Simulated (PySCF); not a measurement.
C₇H₇OP.
Z-matrix (Å and degrees, GFN2-xTB geometry), rows numbered from 1:
```
C 
C   1  1.3307
C   2  1.4435  1  123.92
O   3  1.3448  2  117.47  1    -0.08
C   4  1.3337  3  111.86  2   180.00
P   5  1.7066  4  116.48  3    -0.03
C   3  1.3845  2  128.37  1   179.89
C   7  1.4447  3  125.59  2    -0.01
C   8  1.3283  7  123.73  3  -179.92
H   1  1.0764  2  121.47  3    -0.03
H   1  1.0756  2  121.56  3   179.97
H   2  1.0795  1  120.53  3  -180.00
H   5  1.0767  4  115.15  3  -179.99
H   8  1.0820  7  116.45  3     0.05
H   9  1.0787  8  121.06  7    -0.03
H   9  1.0759  8  121.96  7   179.99
```

Computed, not measured: TDDFT PBE0/def2-SVPD, vertical, gas phase, core orbitals frozen in the response in PySCF 2.14.0, density-fitted response routines.

Frontier orbitals with the atoms that hold most of them (Löwdin shares over 4%, at most four atoms; ? is withheld):

```
orbital  ε (eV)                           atoms
 LUMO+2    0.63  C8 16%, C9 15%, C2 14%, C1 11%
 LUMO+1   -1.15    P6 35%, C5 25%, C7 8%, C8 8%
   LUMO       ?  C1 20%, C2 14%, C3 13%, C7 11%
   HOMO   -6.35                               ?
 HOMO-1   -7.09                               ?
 HOMO-2   -8.24    P6 62%, C7 12%, C5 8%, O4 6%
 HOMO-3   -8.84   C2 28%, C1 21%, C3 10%, C8 9%
```

Which atoms hold the HOMO-1, and with what shares?

P6 (bonded to 2 C) 30%; C5 (bonded to O, P and H) 16%; C9 (bonded to C and 2 H) 13%; O4 (bonded to 2 C) 13%. By element: phosphorus 30%, carbon 30% or more, oxygen 13%.

Give the leading atoms of the HOMO.

C3 (bonded to 2 C and O) 16%; C1 (bonded to C and 2 H) 15%; C5 (bonded to O, P and H) 14%; C7 (bonded to 2 C and P) 12%.

What is the LUMO energy, and the HOMO–LUMO gap?

ε(LUMO) = -1.51 eV; the gap is 4.84 eV (0.1779 hartree).

The HOMO–LUMO gap is 4.84 eV. Where does the response calculation put the lowest singlet, and from which orbitals?

S1 is at 4.27 eV (f = 0.015), 0.58 eV below the gap, made of HOMO→LUMO+1 (77%), HOMO-1→LUMO (20%). Its leading pair isn't HOMO and LUMO; the energies of that pair differ by 5.20 eV. Without the coupling terms of the response equations the lowest excitation would equal the gap.

One configuration dominates each of S1, S2, S4, S5 and S6. Which, and how do the shares of the two leading atoms of either orbital change from the occupied to the empty one?

- S1 (4.27 eV, f 0.015), HOMO→LUMO+1 (77%): C3 16% → at most 8%, C1 15% → at most 8%, P6 at most 13% → 35%, C5 14% → 25%
- S2 (4.48 eV, f 0.417), HOMO→LUMO (92%): C3 16% → 13%, C1 15% → 20%, C2 at most 13% → 14%
- S4 (5.32 eV, f 0.122), HOMO-1→LUMO+1 (75%): P6 30% → 35%, C5 16% → 25%
- S5 (5.50 eV, f 0.0003), HOMO-2→LUMO (92%): P6 62% → at most 12%, C7 12% → 11%, C1 at most 6% → 20%, C2 at most 6% → 14%
- S6 (5.77 eV, f 0.010), HOMO-2→LUMO+1 (91%): P6 62% → 35%, C7 12% → 8%, C5 8% → 25%

Löwdin shares depend on the basis, the more so with diffuse functions.

One conformer stands for the species.
